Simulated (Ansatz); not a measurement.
Stepwise reaction of `[Br][Sn]([Br])([Br])[Br]` with hydrogen, as a gas-phase model of exchange steps in deposition or etching. ΔE in kJ/mol; ΔG adds harmonic PBE0-D4 terms to CCSD(T)/CBS, at 1 bar.

Gas-phase electronic energies from Ansatz, PBE0-D4/def2-TZVP geometries. CCSD(T)/CBS adds triple-zeta CCSD(T) − MP2 to the extrapolated MP2 energy (def2 sets, frozen cores). This one scheme is used for every species. Functionals use def2-TZVPP. B3LYP here is the variant with VWN-RPA as its local correlation; programs differ in this. def2 core potentials past Kr. For Br, Sn outer-core shells are correlated without core-valence functions, which leaves a few kJ/mol of doubt a bond. Scalar relativity is left out up to krypton.

```csv
step,reaction,PBE-D4,B3LYP-D4,ωB97M-V,CCSD(T)/CBS,ΔG(500 K)
1,`[Br][Sn]([Br])([Br])[Br]` + H₂ → `[Br][SnH]([Br])[Br]` + HBr,77.7,79.7,72.5,80.2,64.8
2,`[Br][SnH]([Br])[Br]` + H₂ → `[Br][SnH2][Br]` + HBr,82.2,83.0,77.4,85.8,75.0
3,`[Br][SnH2][Br]` + H₂ → `[Br][SnH3]` + HBr,84.6,85.5,81.4,89.7,82.4
4,`[Br][SnH3]` + H₂ → `[SnH4]` + HBr,82.9,84.9,82.8,90.7,87.4
```

(1) By hand: ΔE of the 4 steps together at CCSD(T)/CBS.

Results:

(1) (80.2) + (85.8) + (89.7) + (90.7) = 346.4 kJ/mol, or 86.6 kJ/mol a step.

In ΔE step 1 is the lowest and step 4 the highest. All are uphill at CCSD(T)/CBS. ΔG lies between 64.8 and 87.4 kJ/mol a step. PBE-D4 differs from CCSD(T)/CBS by -7.8 to -2.5 kJ/mol a step. Isolated molecules leave out the surface, adducts and barriers. Largest T1 diagnostic: 0.013.
